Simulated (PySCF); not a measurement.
**Magnetic susceptibility: `Br/C=C1/C=C(C=C)C1=C`, C$_{8}$H$_{7}$Br**

Geometry:
```tsv
atom	x (Å)	y (Å)	z (Å)
C1	-0.330	-2.653	-1.064
C2	-1.007	-1.509	-1.148
C3	-0.623	-0.275	-0.536
C4	-1.194	0.968	-0.524
C5	-0.139	1.533	0.310
C6	0.092	2.738	0.815
Br7	1.596	3.152	1.886
C8	0.507	0.187	0.316
C9	1.601	-0.314	0.860
H10	-0.675	-3.549	-1.551
H11	0.588	-2.731	-0.508
H12	-1.929	-1.465	-1.717
H13	-2.080	1.394	-0.955
H14	-0.560	3.581	0.656
H15	1.887	-1.343	0.733
H16	2.259	0.295	1.457
```

Computed with GIAO KT3/pcSseg-1 magnetisability, rotational g tensor and spin-rotation constants, non-relativistic, gas phase (PySCF 2.14.0). Geometry: GFN2-xTB.

The calculation is non-relativistic, which matters for the atoms heavier than Zn.

Problem. How diamagnetic is it, and how anisotropic?

Solution. Isotropic -1362 × 10⁻³⁰ J/T², or -82.0 × 10⁻⁶ cm³/mol; principal values -1587, -1289, -1209 × 10⁻³⁰ J/T², anisotropy 345 × 10⁻³⁰ J/T² (root of half the summed squared differences of the principal values). The susceptibility is in cgs units.

Problem. Split it along the inertial axes a, b, c into diamagnetic and paramagnetic parts about the centre of mass, with the quadrupole moment.

Solution. 
| axis | χ (10⁻⁶ cm³/mol) | diamagnetic (10⁻⁶ cm³/mol) | paramagnetic (10⁻⁶ cm³/mol) | summed x² of all electrons (Å²) | quadrupole Θ (D Å) |
| --- | --- | --- | --- | --- | --- |
| a | -76.8 | -453.9 | 377.1 | 547.3 | +5.01 |
| b | -73.6 | -2383.7 | 2310.1 | 92.4 | +7.15 |
| c | -95.5 | -2713.8 | 2618.2 | 14.6 | -12.15 |

Anisotropies 2χaa − χbb − χcc = +15.5 and 2χbb − χaa − χcc = +25.1 × 10⁻⁶ cm³/mol. Θ is traceless in Buckingham's convention.

Problem. And the rotational g tensor?

Solution. 
```csv
axis,rotational constant (GHz),g,nuclear part,electronic part
a,3.7758,-0.0633,0.6056,-0.6689
b,0.4834,-0.0091,0.5155,-0.5246
c,0.4285,-0.0014,0.5257,-0.5271
```
Asymmetric top; isotopes 79Br, 12C, 1H; no vibrational averaging.
